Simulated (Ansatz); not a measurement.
One elementary step

Start structure (Si$_{2}$H$_{4}$Cl$_{2}$, singlet), relaxed at PBE0-D4/def2-TZVP:

Si1  (-0.439, 0.730, 0.704)
Si2  (0.441, -0.932, -0.680)
H3  (-1.080, 0.239, 1.946)
Cl4  (-1.862, 1.786, -0.333)
Cl5  (1.069, 2.004, 1.267)
H6  (-0.651, -1.851, -1.097)
H7  (1.043, -0.284, -1.872)
H8  (1.478, -1.692, 0.065)
(Å)

The step: Si₂H₄Cl₂ ([SiH3][SiH]([Cl])[Cl]) → SiCl₂ + SiH₄; bonds formed: Si2–H3; bonds broken: Si1–Si2, Si1–H3. Program: Ansatz 0.2.0. Basis: def2-TZVPP and def2-QZVPP. Cores are frozen in the correlated methods. Extrapolation: Hartree–Fock as exp(−7.88 √X), correlation as X^−2.97. Energies below are by CCSD(T) at an estimated basis limit (MP2 extrapolated from triple and quadruple zeta, plus CCSD(T) − MP2 in triple zeta).

**Question.** What are the electronic barrier and the energy of the step, from the start structure to the end structure? (To be estimated.)

**Answer.** By the calculation: Barrier 52.25 kcal/mol; step energy 33.81 kcal/mol (uphill); reverse barrier, their difference, 18.44 kcal/mol. Barrier and step energy count from the start structure, the reverse barrier from the end structure.

The saddle point: One imaginary mode of 433i cm⁻¹.
```json
{"pair": "Si2–H3", "start (Å)": "3.25", "saddle (Å)": "1.74", "end (Å)": "1.50"}
{"pair": "Si1–Si2", "start (Å)": "2.34", "saddle (Å)": "2.36", "end (Å)": "3.31"}
{"pair": "Si1–H3", "start (Å)": "1.48", "saddle (Å)": "1.70", "end (Å)": "2.46"}
```

Zero-point energy (harmonic, PBE0-D4): ZPE is 23.31 kcal/mol at the start and 22.29 kcal/mol at the saddle, so the barrier goes from 52.25 to 51.24 kcal/mol.

First-order rate constant out of the start structure at 498 K by transition-state theory, with harmonic vibrational free energies alone and no tunnelling: ΔA‡ = 52.35 kcal/mol, so k = (kB T/h) exp(−ΔA‡/kB T) ≈ 10^-10 s⁻¹ (an order of magnitude at best: rotation, the number of equivalent paths and anharmonicity are left out).

The T1 diagnostic stays at or below 0.013.

Losses and insertions of silylenes and their heavier kin drive the gas-phase chemistry of silicon and germanium vapour deposition.

Labels in which every atom is bracketed show which atoms are joined, not bond orders.

For scale, one of the runs: CCSD(T)/def2-TZVPP, 224 basis functions, launched by `ansatz run in.yaml --threads 4 --pin off --events-out ev --progress --plain --max-ram 9574MiB`. The run took 72 s on 4 CPU threads of an Arm Neoverse V1 (shared host), with 3.1 GiB of host memory at its peak.
